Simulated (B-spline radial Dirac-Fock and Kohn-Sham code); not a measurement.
**Binding energies of Tc⁺ in different valence configurations**

These are calculated numbers from an atomic code on a B-spline grid; the model is relaxed Dirac-Fock hole states (ΔSCF) with Breit and QED corrections and a finite nucleus. Electron correlation is not included.

Reference: the tabulated ground configuration [Kr] 4d5 5s1, with 1s 21064.4 eV, 2p1/2 2815.3 eV, 2p3/2 2698.9 eV, 3p3/2 450.0 eV, 3d5/2 273.5 eV, 4p3/2 60.22 eV, Kα1 18365.5 eV, Kβ1 20614.4 eV, Lα1 2425.4 eV.

Shifts from the reference in eV. A negative average energy means that the model, which has no correlation or term splitting, puts that configuration lower.

```
   configuration  average energy     1s  2p1/2  2p3/2  3p3/2  3d5/2  4p3/2    Kα1    Kβ1    Lα1
    [Kr] 4d5 5p1           +4.10  +1.37  +1.34  +1.34  +1.35  +1.35  +1.34  +0.03  +0.02  -0.01
[Kr] 4d4 5s1 5p1           +7.59  +6.21  +6.52  +6.53  +6.41  +6.35  +4.93  -0.32  -0.20  +0.18
    [Kr] 4d4 5s2           +3.82  +5.08  +5.35  +5.36  +5.22  +5.16  +3.76  -0.28  -0.14  +0.20
        [Kr] 4d6           -1.43  -4.54  -4.83  -4.83  -4.76  -4.71  -3.57  +0.29  +0.22  -0.12
```
